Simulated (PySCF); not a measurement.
Job file and geometry (Å, from GFN2-xTB) of an NMR shielding run on SMILES C=C(C)BN[SiH2]N, C3H11BN2Si, GIAO PBE0/pcSseg-1 NMR shielding, non-relativistic, gas phase (PySCF); density fitting, a coarse starting grid and PySCF grid level 2 are the driver's defaults:

```
$ OMP_NUM_THREADS=1 python probes_run.py task.json out

{"job": {"kind": "nmr", "xc": "PBE0", "basis": "pcSseg-1"}, "charge": 0, "multiplicity": 1}
C      1.124825     1.061332     0.690359
C      1.368939    -0.063017     0.026413
C      2.681442    -0.245436    -0.688159
B      0.367778    -1.273843    -0.008160
N     -0.947429    -1.125595    -0.442389
Si    -1.832464     0.210394    -1.135789
N     -3.054505     0.593009     0.020229
H      1.838747     1.871220     0.750399
H      0.200349     1.212448     1.223981
H      3.347955     0.600525    -0.527577
H      3.173045    -1.153333    -0.341928
H      2.507436    -0.355349    -1.758711
H      0.734013    -2.336144     0.347594
H     -1.518527    -1.957231    -0.380839
H     -0.885095     1.265544    -1.494003
H     -2.562234    -0.286006    -2.307847
H     -3.768362     1.256716    -0.231718
H     -2.784671     0.731085     0.981727
```

Question: Write the output of this run.

Answer: 
```
coarse grid: 14912 points
cycle   1  E = -544.2578666009  dE =  6.057e-01  |g| = 5.989e-01  |ddm| = 3.675e+00
cycle   2  E = -544.2172317977  dE =  4.063e-02  |g| = 7.462e-01  |ddm| = 1.149e+00
cycle   3  E = -544.3417133868  dE = -1.245e-01  |g| = 7.771e-02  |ddm| = 6.943e-01
cycle   4  E = -544.3429589587  dE = -1.246e-03  |g| = 3.054e-02  |ddm| = 8.605e-02
cycle   5  E = -544.3431759099  dE = -2.170e-04  |g| = 8.608e-03  |ddm| = 2.859e-02
cycle   6  E = -544.3431920479  dE = -1.614e-05  |g| = 3.324e-03  |ddm| = 1.003e-02
cycle   7  E = -544.3431947088  dE = -2.661e-06  |g| = 6.691e-04  |ddm| = 3.192e-03
final grid: 137840 points
cycle   8  E = -544.3767776234  dE = -3.611e-05  |g| = 8.871e-03  |ddm| = 2.621e-02
cycle   9  E = -544.3767685423  dE =  9.081e-06  |g| = 1.104e-02  |ddm| = 1.729e-02
cycle  10  E = -544.3767965296  dE = -2.799e-05  |g| = 1.095e-03  |ddm| = 9.395e-03
cycle  11  E = -544.3767968051  dE = -2.755e-07  |g| = 2.838e-04  |ddm| = 1.040e-03
cycle  12  E = -544.3767968227  dE = -1.763e-08  |g| = 1.088e-04  |ddm| = 2.998e-04
cycle  13  E = -544.3767968255  dE = -2.822e-09  |g| = 3.067e-05  |ddm| = 1.177e-04
cycle  14  E = -544.3767968258  dE = -2.176e-10  |g| = 8.286e-06  |ddm| = 3.276e-05
converged SCF energy = -544.3767968258

GIAO shielding tensors (ppm)
atom      isotropic    diamagn.    paramagn.     s11        s22        s33       span
  0 C       62.263     257.688    -195.425    -40.992     79.658    148.124    189.116
  1 C       26.680     262.727    -236.048    -94.347      3.492    170.895    265.242
  2 C      160.137     246.775     -86.637    146.453    148.936    185.023     38.570
  3 B       57.200     196.879    -139.679     18.127     39.337    114.138     96.011
  4 N      138.737     324.392    -185.656     29.669    151.174    235.367    205.699
  5 Si     385.785     880.520    -494.735    358.166    378.479    420.709     62.543
  6 N      249.674     318.575     -68.901    206.415    255.372    287.234     80.820
  7 H       26.194      32.725      -6.531     23.530     25.976     29.076      5.546
  8 H       26.703      35.991      -9.288     22.976     27.071     30.062      7.086
  9 H       29.905      29.482       0.423     26.656     28.723     34.337      7.682
 10 H       29.545      28.513       1.032     25.942     27.771     34.921      8.979
 11 H       29.930      29.619       0.312     26.247     28.728     34.817      8.570
 12 H       26.222      31.762      -5.540     25.248     25.712     27.707      2.459
 13 H       26.916      31.108      -4.192     21.725     26.582     32.442     10.718
 14 H       26.236      32.153      -5.917     22.642     25.936     30.131      7.490
 15 H       26.761      29.071      -2.311     23.341     24.798     32.144      8.802
 16 H       31.708      28.989       2.719     24.638     26.609     43.876     19.238
 17 H       31.427      33.431      -2.004     24.442     28.560     41.280     16.838
```

Size and cost of the density-fitted run: 181 basis functions, 63 s wall time on 1 thread of an Arm Neoverse N1, shared host; peak memory 0.82 GiB.
